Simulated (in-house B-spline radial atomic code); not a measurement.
A fraction x of an electron is added to 4p in As, starting from [Ar] 3d10 4s2 4p3 and keeping the highest spin. All numbers are computed (scalar-relativistic (X2C) PBEsol, spin-polarised, spherical fractional occupations; Fermi nucleus of rms radius 4.0968 fm) with a radial B-spline atomic code at the basis-set limit, not measured.

```csv
x,E(x) - E(0) (eV),4p down level (eV)
0,0.0000,-
0.1,-0.3275,-2.969
0.2,-0.5939,-2.363
0.3,?,?
0.4,-0.9485,-1.193
0.5,?,?
0.6,-1.0761,-0.098
```

(1) What belongs in the row x = 0.3?

(2) What belongs in the row x = 0.5?

(3) Check Janak's theorem between x = 0.1 and 0.2.

(4) Up to what added charge does this functional bind the extra electron?

Results:

(1) An energy change of -0.8005 eV; 4p down at -1.770 eV.

(2) An energy change of -1.0397 eV; 4p down at -0.634 eV.

(3) The slope of the energy is -2.66 eV; the orbital levels give -2.67 eV (ε of the filling orbital, averaged over the two points).

(4) The highest level rises by about 5.4 eV per electron near x = 0.6 and would reach zero near x = 0.62, so a whole extra electron isn't bound at the basis-set limit.
